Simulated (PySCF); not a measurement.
Vertical excitations of a molecule C5H7N from TDA-PBE/def2-SVPD run with PySCF, as energy in eV (oscillator strength): 4.43 (0.003), 5.56 (0.083), 6.12 (0.001), 6.19 (0.000), 6.47 (0.004), 6.48 (0.036), 6.71 (0.004), 6.75 (0.003), 7.07 (0.001), 7.22 (0.012). Lowest triplet (TDA): 3.49 eV. The structure is a stationary point at B3LYP-D3(BJ)/def2-SVP. Other conformers were not sampled.

Task: Which molecule gave these data?
A. C=C[C@@H](C)C#N
B. CC1=CCN=C1
C. C#CC/C=N/C
D. C[C@@H]1C=CC=N1

Result: B, CC1=CCN=C1
